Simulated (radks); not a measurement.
Task: These are the eigenvalues of the occupied orbitals of an atom or ion with whole-number occupations (Ry). Method: scalar-relativistic Kohn-Sham, OLYP, spin-polarised, spherical densities, finite nucleus; Fermi nuclear charge, rms radius of each element as measured or else 0.836 A^(1/3) + 0.57 fm; computed with a radial shooting solver on a logarithmic mesh with Libxc functionals.

1s down: -1311.022
1s up: -1311.021
2s up: -182.7696
2s down: -182.7561
2p up: -163.1361
2p down: -163.1264
3s up: -30.88029
3s down: -30.87389
3p up: -24.47972
3p down: -24.47235
3d up: -13.98436
3d down: -13.97194
4s up: -5.10859
4s down: -5.02372
4p up: -3.49360
4p down: -3.39377
4d up: -1.31027

Which element is it, and in what charge state? The configuration may be excited. Open shells, if any, are filled with parallel spins first.

Result: Z = 40, zirconium, charge +2: Zr2+ in [Kr] 4d2. The list shows which subshells hold electrons but not how many an open one holds; the 1s level, -655.51 hartree, gives Z - s = 36.2 by -(Z - s)^2/2, which with screening and relativity narrows Z to a few neighbours, and the depths of the outer levels then fix element, charge and occupations together.
